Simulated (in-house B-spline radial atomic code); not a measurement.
Solving the quasi-particle equation for 5p of Ba²⁺

Configuration [Kr] 4d10 5s2 5p6, start PBE0; correlation leaves out the 4 deepest shells. Computed with an all-electron radial atomic-structure program (B-spline basis): all electrons, scalar-relativistic (spin-free one-electron X2C), finite nucleus, each spin shell either full or empty, empty states to l = 9 with an (l + 1/2)⁻⁴ tail; G0W0 by contour deformation at full frequency.

Spin-orbit coupling, left out, splits p levels strongly here.

Spin-orbit coupling splits this shell strongly; the level is its average.

At the mean-field level ε = -32.532 eV the matrix elements are Σx = -23.483 eV, v_xc = -20.066 eV and Σc(ε) = -0.999 eV, and the slope of the correlation self-energy is dΣc/dω = -0.0635. The quasi-particle energy solves E = ε + Σx − v_xc + Σc(E).

Q: What does the linearised equation give?

A: Z = 1/(1 − dΣc/dω) = 1/1.0635 = 0.9403. The first-order shift is Σx − v_xc + Σc(ε) = -23.483 − (-20.066) + (-0.999) = -4.416 eV, so E ≈ ε + Z × shift = -32.532 + 0.9403 × (-4.416) = -36.684 eV.

Q: How does that compare with the full solution and with static screening?

A: Solving the equation at full frequency dependence gives E = -36.671 eV, where Σc = -0.723 eV and the weight is 0.934; the linearised value is off by 13 meV. Leaving Z out would give -36.948 eV. Static COHSEX puts -3.245 eV in place of Σc and gives -39.194 eV, 2.52 eV deeper. The tabulated removal energy is 35.844 ± 0.0025 eV (NIST, measured); the run leaves out spin-orbit coupling, Breit and QED terms.
